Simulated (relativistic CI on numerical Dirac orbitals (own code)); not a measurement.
Calculated at this level of theory: Dirac-Coulomb-Breit CI, orbitals from a KLI potential per configuration, model QED (radiative potential, 1s self-energy scaled to tabulated hydrogen-like ionisation energies), unscaled Slater integrals (own radial code, finite nucleus).

Configurations in the expansion (outside the closed core [Ar] 3d10): 4s²4p³, 4s4p⁴, 4p⁵, 4s²4p²4d, 4s4p³4d, 4s²4p²4f, 4s4p³4f, 4p⁴4d, 4s4p²4d², 4s²4p²5s, 4s²4p4d4f, 4s²4p²5p, 4p⁴5s, 4p⁴4f, 4s4p³5s, 4s²4p²5d, 4s4p²4d5s, 4s4p³5p, 4s²4p4f5s, 4s²4p²5f, 4s²4p²6s, 4p³4d4f, 4s²4p²5g, 4s²4p²6p, 4s4p³5d, 4s²4p²6d, 4s4p²5s², 4s²4p4d², 4s²4d³, 4s4p4d³, 4s²4d²4f, 4s4p4d²4f, 4s²4d²5s, 4p³4d², 4p²4d³, 4p²4d²4f, 4p²4d²5s, 4s²4p4f², 4s²4d4f², 4s4p4d4f², 4s²4f³, 4s4p4f³, 4s²4f²5s, 4s²4p4d5s, 4s4p4d²5s, 4s²4d4f5s, 4s4p4d4f5s, 4s²4d5s², 4p³4f², 4p²4d4f², 4p²4f³, 4p²4f²5s, 4s4p²4d4f, 4s²4p5s², 4s4p4d5s², 4s²4f5s², 4s4p4f5s², 4p³4d5s, 4p²4d4f5s, 4p²4d5s², 4s4p²4f5s, 4s4p4f²5s. Double excitations out of closed p, d and f shells are left out; levels of such configurations are missing from the list, as are those of other unlisted configurations, and high levels can miss mixing partners. These lack a partner that the ground configuration has and come out too high: 4s²4p²5p, 4s²4p²5d, 4s4p³5p, 4s²4p²5f, 4s²4p²6s.

At this charge energies of transitions that change n are usually good to better than 1 %, and those within a shell (Δn = 0) to a few per cent.

Outline of the computed level scheme of Rh XIII. Lowest level of each configuration: 4s²4p³ ⁴S°3/2 at 0.0000 eV; 4s4p⁴ ⁴P5/2 at 35.0897 eV; 4s²4p²4d ⁴F3/2 at 54.5196 eV; 4p⁵ ²P°3/2 at 80.6741 eV; 4s4p³4d ⁶D°1/2 at 83.5112 eV.

Some strong electric-dipole decays among the lowest 45 levels: 4s²4p²4d ²F7/2 → 4s²4p³ ²D°5/2 (2.5e+11 s⁻¹); 4s²4p²4d ²D5/2 → 4s²4p³ ²P°3/2 (2.1e+11 s⁻¹); 4s²4p²4d ²F5/2 → 4s²4p³ ²D°3/2 (1.6e+11 s⁻¹); 4s²4p²4d ⁴P5/2 → 4s²4p³ ⁴S°3/2 (1.6e+11 s⁻¹); 4s²4p²4d ²D3/2 → 4s²4p³ ²P°1/2 (1.3e+11 s⁻¹); 4s²4p²4d ²D3/2 → 4s²4p³ ²D°3/2 (1.3e+11 s⁻¹); 4s²4p²4d ²P1/2 → 4s²4p³ ²P°1/2 (1.2e+11 s⁻¹); 4s²4p²4d ²S1/2 → 4s²4p³ ²P°3/2 (1.2e+11 s⁻¹).

LS names give the leading component of a level, which can be under half, so a name can repeat, a term be missing and a line seem to break the LS rules.
